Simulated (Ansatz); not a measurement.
Reaction (formal hydrolysis of a C–C bond): `OCCCCCCO` + H₂O → `OCCCCCO` + CH₃OH

Calculated with Ansatz (gas phase, PBE0-D4/def2-TZVP geometries, no zero-point term in ΔE). CCSD(T)/CBS adds triple-zeta CCSD(T) − MP2 to the extrapolated MP2 energy (def2 sets, frozen cores). This one scheme is used for every species. One conformer a species, not always the lowest.

```tsv
species	CCSD(T)/CBS(def2) energy (Eh)
`OCCCCCCO`	-387.08832
H₂O	-76.37941
`OCCCCCO`	-347.82685
CH₃OH	-115.61712
```

Problem. Work out ΔE.

Solution. ΔE = (-347.82685) + (-115.61712) − (-387.08832) − (-76.37941) = 0.02376 Eh = +62.4 kJ/mol.

Largest T1 diagnostic among the species: 0.010.

At CCSD(T), def2-SVP lies −14.8 kJ/mol from the extrapolated value and def2-TZVPP −3.9 kJ/mol. From BLYP to BHLYP (50 % exact exchange), in def2-TZVPP and without D4, ΔE moves by +6.0 kJ/mol.
